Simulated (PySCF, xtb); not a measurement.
BeO, SMILES [Be]=[O].

Harmonic wavenumbers (cm⁻¹) from GFN2-xTB (xtb) at its own minimum, in rising order: 1599.

Task: What does PBE-D3(BJ)/def2-TZVPD in PySCF give at its own minimum? (Estimate from the structure and the level; the computed values follow.)

Result: 1462. Paired by order, the mean absolute difference is 137 cm⁻¹ and the zero-point energies are 2.3 and 2.1 kcal/mol.
